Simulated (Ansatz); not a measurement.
**Nudged elastic band run: AlF3H3P**

input.yaml

```yaml
crystal:
  periodic: [false, false, false]
  atoms:
    - { symbol: Al, position_ang: [0.05956, -0.192353, 0.146186] }
    - { symbol: F, position_ang: [-0.09326, 0.531941, 1.660265] }
    - { symbol: F, position_ang: [1.564348, -0.16932, -0.611639] }
    - { symbol: F, position_ang: [-1.321245, -0.372181, -0.80293] }
    - { symbol: P, position_ang: [0.205741, -2.928032, 1.056368] }
    - { symbol: H, position_ang: [-0.776794, -2.510421, 0.09596] }
    - { symbol: H, position_ang: [1.319573, -2.339102, 0.369283] }
    - { symbol: H, position_ang: [-0.000423, -1.820133, 1.948107] }
basis:
  gaussian: { orbitals: cc-pVDZ }
hamiltonian:
  xc: pbe0
neb:
  order_check: false
  images: 7
  f_tol: 0.05
  max_iterations: 60
  final_atoms:
    - { symbol: Al, position_ang: [0.10414325, -0.54513339, -0.06136227] }
    - { symbol: F, position_ang: [-0.09572469, 0.18170555, 1.86062171] }
    - { symbol: F, position_ang: [1.52931123, 0.25585046, -0.48499038] }
    - { symbol: F, position_ang: [-1.36867062, 0.00319336, -0.6817523] }
    - { symbol: P, position_ang: [0.19739371, -2.70538417, 0.83086901] }
    - { symbol: H, position_ang: [-0.69591679, -3.28493236, -0.12106523] }
    - { symbol: H, position_ang: [1.40579938, -3.08086168, 0.16698338] }
    - { symbol: H, position_ang: [-0.11883547, -0.62403878, 2.35229607] }
  initial_path:
    images:
      - { positions_ang: [[0.05956, -0.192353, 0.146186], [-0.09326, 0.531941, 1.660265], [1.564348, -0.16932, -0.611639], [-1.321245, -0.372181, -0.80293], [0.205741, -2.928032, 1.056368], [-0.776794, -2.510421, 0.09596], [1.319573, -2.339102, 0.369283], [-0.000423, -1.820133, 1.948107]] }
      - { positions_ang: [[0.04674785, -0.14512273, 0.10699693], [-0.07066483, 0.40224599, 1.75253164], [1.54236328, -0.13124057, -0.67059092], [-1.35356264, -0.28003766, -0.81810062], [0.17939157, -2.80682447, 0.99810582], [-0.74934129, -2.69998987, 0.0618407], [1.35165113, -2.47707269, 0.48475074], [0.01091493, -1.66155899, 1.94606572]] }
      - { positions_ang: [[0.0339357, -0.09789246, 0.06780787], [-0.04806965, 0.27255099, 1.84479828], [1.52037857, -0.09316114, -0.72954285], [-1.38588029, -0.18789433, -0.83327125], [0.15304213, -2.68561695, 0.93984363], [-0.72188858, -2.88955873, 0.0277214], [1.38372925, -2.61504338, 0.60021847], [0.02225287, -1.50298499, 1.94402445]] }
      - { positions_ang: [[0.02112356, -0.0506622, 0.0286188], [-0.02547448, 0.14285598, 1.93706492], [1.49839385, -0.05508171, -0.78849477], [-1.41819793, -0.09575099, -0.84844187], [0.1266927, -2.56440942, 0.88158145], [-0.69443587, -3.0791276, -0.0063979], [1.41580738, -2.75301408, 0.71568621], [0.0335908, -1.34441098, 1.94198317]] }
      - { positions_ang: [[0.00831141, -0.00343193, -0.01057026], [-0.00287931, 0.01316097, 2.02933156], [1.47640913, -0.01700228, -0.8474467], [-1.45051558, -0.00360766, -0.86361249], [0.10034327, -2.44320189, 0.82331926], [-0.66698316, -3.26869647, -0.0405172], [1.4478855, -2.89098477, 0.83115394], [0.04492873, -1.18583698, 1.93994189]] }
      - { positions_ang: [[0.03226937, -0.13885729, -0.02326826], [-0.02609065, 0.05529712, 1.9871541], [1.48963466, 0.05121091, -0.75683262], [-1.43005434, -0.0019074, -0.81814744], [0.12460588, -2.50874746, 0.8252067], [-0.67421657, -3.27275544, -0.06065421], [1.43736397, -2.938454, 0.6651113], [0.00398768, -1.04538743, 2.04303044]] }
      - { positions_ang: [[0.05622733, -0.27428266, -0.03596626], [-0.049302, 0.09743326, 1.94497663], [1.50286018, 0.11942409, -0.66621854], [-1.4095931, -0.00020715, -0.7726824], [0.14886849, -2.57429303, 0.82709414], [-0.68144998, -3.27681441, -0.08079122], [1.42684244, -2.98592322, 0.49906866], [-0.03695337, -0.90493788, 2.14611898]] }
      - { positions_ang: [[0.08018529, -0.40970802, -0.04866426], [-0.07251334, 0.1395694, 1.90279917], [1.5160857, 0.18763728, -0.57560446], [-1.38913186, 0.00149311, -0.72721735], [0.1731311, -2.6398386, 0.82898157], [-0.68868339, -3.28087339, -0.10092822], [1.41632091, -3.03339245, 0.33302602], [-0.07789442, -0.76448833, 2.24920753]] }
      - { positions_ang: [[0.10414325, -0.54513339, -0.06136227], [-0.09572469, 0.18170555, 1.86062171], [1.52931123, 0.25585046, -0.48499038], [-1.36867062, 0.00319336, -0.6817523], [0.19739371, -2.70538417, 0.83086901], [-0.69591679, -3.28493236, -0.12106523], [1.40579938, -3.08086168, 0.16698338], [-0.11883547, -0.62403878, 2.35229607]] }
```

Launched with:

```bash
$ ansatz run input.yaml --threads 2 --pin off --max-ram 3072MiB --backend cpu --events-out ev --progress --plain --runs-dir out
```

Output, in part (warnings, iteration lines, the closing report on the highest movable image, with atoms numbered from 0):

```
NEB end point (image 0): max|allowed force component| = 5.175e-3 eV/Å (the criterion of neb.relax_end_points is 1.000e-2)
NEB end point (image 8): max|allowed force component| = 3.005e-2 eV/Å (the criterion of neb.relax_end_points is 1.000e-2)
NEB iter   1: max|band force component| = 6.204e0 eV/Å  barrier→ = 2.0051 eV  barrier← = 1.3757 eV  Δτ_max = 0.1992 Å  (235 SCF iters)
NEB iter   2: max|band force component| = 2.890e0 eV/Å  barrier→ = 1.2104 eV  barrier← = 0.5810 eV  Δτ_max = 0.1963 Å  (222 SCF iters)
NEB iter   3: max|band force component| = 1.636e0 eV/Å  barrier→ = 1.0553 eV  barrier← = 0.4259 eV  Δτ_max = 0.1071 Å  (197 SCF iters)
NEB iter   4: max|band force component| = 9.834e-1 eV/Å  barrier→ = 0.9316 eV  barrier← = 0.3022 eV  Δτ_max = 0.0701 Å  (199 SCF iters)
NEB iter   5: max|band force component| = 5.674e-1 eV/Å  barrier→ = 0.9044 eV  barrier← = 0.2751 eV  CI = image 5  Δτ_max = 0.0840 Å  (199 SCF iters)
NEB iter   6: max|band force component| = 3.405e-1 eV/Å  barrier→ = 0.9335 eV  barrier← = 0.3041 eV  CI = image 5  Δτ_max = 0.0504 Å  (199 SCF iters)
NEB iter   7: max|band force component| = 1.656e-1 eV/Å  barrier→ = 0.9273 eV  barrier← = 0.2979 eV  CI = image 5  Δτ_max = 0.0463 Å  (199 SCF iters)
NEB iter   8: max|band force component| = 5.792e-2 eV/Å  barrier→ = 0.9258 eV  barrier← = 0.2964 eV  CI = image 5  Δτ_max = 0.0250 Å  (198 SCF iters)
NEB iter   9: max|band force component| = 4.553e-2 eV/Å  barrier→ = 0.9255 eV  barrier← = 0.2961 eV  CI = image 5  Δτ_max = 0.0000 Å  (356 SCF iters)
Total energy: -24075.35194900 eV, -884.7528652661 hartree
Atom 0 at     0.081025    -0.428039     0.026191 Å, force     0.000264    -0.025096     0.047217 eV/Å
Atom 1 at    -0.134697     0.068635     1.808655 Å, force     0.009096     0.013185     0.000849 eV/Å
Atom 2 at     1.561233     0.123051    -0.556021 Å, force    -0.011606     0.014488    -0.015038 eV/Å
Atom 3 at    -1.353738    -0.145674    -0.807447 Å, force     0.012420    -0.001235    -0.023483 eV/Å
Atom 4 at     0.213443    -2.668781     1.119360 Å, force    -0.035978     0.031052    -0.007860 eV/Å
Atom 5 at    -0.771158    -2.931396     0.118241 Å, force    -0.002343    -0.015879     0.000955 eV/Å
Atom 6 at     1.378358    -2.730357     0.295732 Å, force     0.008154     0.011844     0.001587 eV/Å
Atom 7 at    -0.016966    -1.087039     1.856889 Å, force     0.019994    -0.028359    -0.004227 eV/Å
Dipole moment:     0.028876    -0.482661     0.242409 e Å
```

The forces met the threshold. A vibrational analysis at the climbing image gives one clearly imaginary mode, 811i cm⁻¹: a first-order saddle point. The orbitals stay closed-shell, which can raise the energy where a bond breaks towards radicals; this wasn't checked here.

Final band (atoms are numbered from 1 in the order of the input):

| image | path coordinate (Å) | energy (eV) | P5–H8 (Å) | Al1–P5 (Å) | F2–H8 (Å) |
| --- | --- | --- | --- | --- | --- |
| 0 | 0.00 | 0.00 | 1.44 | 2.89 | 2.37 |
| 1 | 0.28 | 0.01 | 1.44 | 2.92 | 2.25 |
| 2 | 0.56 | 0.07 | 1.45 | 2.92 | 2.02 |
| 3 | 0.84 | 0.26 | 1.47 | 2.79 | 1.74 |
| 4 | 1.12 | 0.67 | 1.57 | 2.62 | 1.45 |
| 5 | 1.40 | 0.93 | 1.76 | 2.50 | 1.16 |
| 6 | 1.74 | 0.77 | 2.01 | 2.39 | 1.00 |
| 7 | 2.09 | 0.65 | 2.26 | 2.35 | 0.96 |
| 8 | 2.44 | 0.63 | 2.60 | 2.34 | 0.94 |

Run time: 3.1 min on 2 threads of Arm Neoverse V1, on a shared host, peak memory 0.2 GiB.
